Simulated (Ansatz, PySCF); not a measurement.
This PySCF input computes a BLYP/def2-TZVPD energy:

```python
from pyscf import gto, scf, dft

mol = gto.M(
    atom='''
    C    -0.00000000   -0.00000000   -0.63472800
    C     0.00000000    0.00000000    0.63472800
    ''',
    basis='def2-tzvpd',
    charge=-2,
    spin=0,
    verbose=4,
)

mf = dft.RKS(mol, xc='blyp').density_fit(auxbasis='def2-universal-jkfit')
mf.grids.level = 3
mf.conv_tol = 1e-9
mf.max_cycle = 100
mf.max_memory = 1500
mf.kernel()
if not mf.converged:
    mf = mf.newton()
    mf.kernel(mf.make_rdm1())
mf.analyze()
```

Task: Write an input for the same energy in Ansatz (a first-principles code) and say what it gives.

Result: 
Ansatz 0.2 input:
```yaml
crystal:
  periodic: [false, false, false]
  atoms:
    - {symbol: C, position_ang: [-0.00000000, -0.00000000, -0.63472800]}
    - {symbol: C, position_ang: [0.00000000, 0.00000000, 0.63472800]}
basis:
  gaussian:
    orbitals: def2-TZVPD
hamiltonian:
  xc: {name: BLYP}
total_charge: -2
output: {forces: true}
```
It gives -75.89819 Eh, and PySCF -75.89824 Eh, a difference of 0.05 mEh, from the treatment of integrals and grids.
